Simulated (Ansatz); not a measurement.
C4H3S, charge -1, singlet, geometry from GFN2-xTB (a gas-phase anion, which may not be bound at this level); PBE/STO-3G in Ansatz (a program for electronic structure).

Ansatz was given this input:
Ansatz 0.2 input:
```yaml
crystal:
  periodic: [false, false, false]
  atoms:
    - {symbol: S, position_ang: [-0.00537468, -0.04815724, 1.21841919]}
    - {symbol: C, position_ang: [0.01986202, 1.30772605, -0.16320033]}
    - {symbol: C, position_ang: [-0.01696070, -1.17565525, -0.08708173]}
    - {symbol: C, position_ang: [0.01720962, 0.81295480, -1.37105401]}
    - {symbol: C, position_ang: [-0.00405720, -0.62093181, -1.32562868]}
    - {symbol: H, position_ang: [0.03299419, 2.30566269, 0.24093354]}
    - {symbol: H, position_ang: [-0.03341327, -2.22952851, 0.16092592]}
    - {symbol: H, position_ang: [-0.00990838, -1.25018105, -2.21477794]}
basis:
  gaussian:
    orbitals: STO-3G
    occupation: {up: {"A'": 19, "A''": 3}, down: {"A'": 19, "A''": 3}}
hamiltonian:
  xc: pbe
total_charge: -1
```

Task: Predict the main parts of the log of this Ansatz run.

Result: 
```
Functional definition: PBE
the irreps are read with x along [-0.004, 0.000, 1.000], y along [-0.015, -1.000, 0.000] and z along [1.000, -0.015, 0.004] of the geometry given
420 factors; integrals over basis functions are off by at most 4.5e-5 eV
mean field evaluation 1: about -14823.3429 eV, gradient 2.9e1 eV
mean field evaluation 2: about -14828.5369 eV, gradient 5.9e0 eV
mean field evaluation 4: about -14828.8017 eV, gradient 1.4e-2 eV
mean field evaluation 8: about -14828.6962 eV, gradient 1.9e-6 eV
mean field -14828.69620224 eV, -544.9445341809 hartree, gradient 2.0e-6 eV, S^2 0.000000; 0 other end points of the search recorded, 0 dependent functions left out
reference -14828.69621925 eV, -544.9445348060 hartree; 22, 22 occupied and 10, 10 virtual orbitals, 420 factors
Total energy: -14828.69621925 eV, -544.9445348060 hartree
```
